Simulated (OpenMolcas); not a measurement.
## Kr5+: the spin-orbit constant, worked from levels

- Program: OpenMolcas
- Basis: ANO-R1 [5s4p3d1f]
- Scalar Hamiltonian: X2C, finite nucleus
- Active space: 3 electrons in 4 orbitals (4s 4p)
- State averaging: 2S+1 = 4 odd, 1 root (0 in the spin-orbit step); 2S+1 = 2 odd, 3 roots; 2S+1 = 4 even, 3 roots; 2S+1 = 2 even, 9 roots
- Spin-orbit coupling: state interaction with AMFI integrals over the reference wave functions, term energies averaged over their components

Methods: CASSCF; SS-CASPT2, IPEA 0.25 Eh, imaginary shift 0.1 Eh (closed shells correlated: 3d). Measured levels: Saloman, J. Phys. Chem. Ref. Data 36, 215 (2007).

**The spin-orbit constant.** For the Hund term 2P* of p1, E(J) = (A/2) J(J+1) + constant and ζ = 2S·A = A. From J = 1/2 to J = 3/2 the energy changes by 1.5 A.

```json
{"Source": "CASSCF", "E(3/2) - E(1/2)": "7773.9", "A": "5182.6", "ζ": "5183"}
{"Source": "SS-CASPT2", "E(3/2) - E(1/2)": "7773.9", "A": "5182.6", "ζ": "5183"}
{"Source": "measured", "E(3/2) - E(1/2)": "8110.0", "A": "5406.7", "ζ": "5407"}
```

All in cm-1. SS-CASPT2 is off by -4.1 % and CASSCF by -4.1 %. Both methods take the spin-orbit matrix elements from the reference wave functions, so the second can move ζ only through the term energies and any multistate remixing.

Some high roots are left out of the spin-orbit mixing, which shifts the levels that they would mix with. The basis is small and was not contracted for so high a charge. Measured partners are found by configuration, term and J. A level has none where our copy of the source lacks it or the pairing is in doubt (some pairs that miss far off the trend of their configuration count as doubtful), and it then counts in no deviation. Levels of configurations outside the active space are missing.

* marks odd parity.
